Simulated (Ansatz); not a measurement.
`[F][Ga]([Cl])[Cl]` + H₂O → `[OH][Ga]([F])[Cl]` + HCl at 600 K and 1 bar (formal hydrolysis of a Ga–Cl bond).

Calculated with Ansatz (gas phase, PBE0-D4/def2-TZVP geometries, no zero-point term in ΔE). CCSD(T)/CBS is the MP2 limit (def2-TZVPP, def2-QZVPP) plus CCSD(T) − MP2 in def2-TZVPP, frozen cores. This one scheme is used for every species. For Ga outer-core shells are correlated without core-valence functions, which leaves a few kJ/mol of doubt a bond. Scalar relativity is left out up to krypton. Each species was taken in one conformer, which may not be the lowest.

| species | CCSD(T)/CBS energy (Eh) | H − E (kJ/mol) | S (J/(mol·K)) |
| --- | --- | --- | --- |
| `[F][Ga]([Cl])[Cl]` | -2943.43698 | 52.2 | 377.3 |
| H₂O | -76.37941 | 76.8 | 212.8 |
| `[OH][Ga]([F])[Cl]` | -2559.41427 | 88.2 | 384.2 |
| HCl | -460.38127 | 35.4 | 207.2 |

H − E and S are ideal-gas, rigid-rotor, harmonic terms from PBE0-D4/def2-TZVP, for one conformer and one mirror image of each species. 1 Eh = 2625.50 kJ/mol, R = 8.31446 J/(mol·K).

Q: By hand: ΔE, ΔH, ΔS and ΔG.

A: ΔE = (-2559.41427) + (-460.38127) − (-2943.43698) − (-76.37941) = 0.02085 Eh = 54.7 kJ/mol. Δ(H − E) = 88.2 + 35.4 − 52.2 − 76.8 = -5.4, so ΔH = 49.3 kJ/mol. ΔS = 384.2 + 207.2 − 377.3 − 212.8 = 1.3 J/(mol·K). ΔG = 49.3 − 600 × (1.3)/1000 = 48.5 kJ/mol.

Q: By hand: the equilibrium constant, and the temperature at which ΔG would vanish if ΔH and ΔS stayed fixed.

A: log₁₀ K = −ΔG/(RT ln 10) = -4.2. ΔG = 0 at ΔH/ΔS = 37923 K, far beyond where these terms or the molecules hold.

The number of gas molecules stays the same, so ΔS is small and ΔH decides. A doubt of 5 kJ/mol in ΔE shifts log₁₀ K by 0.4 here. Other conformers and mirror images would add mixing entropy, several J/(mol·K) or more a flexible species. These are equilibria of isolated gas molecules and say nothing of rates. Largest T1 diagnostic: 0.014 (customary marks: 0.02 for closed shells, 0.045 for open ones).
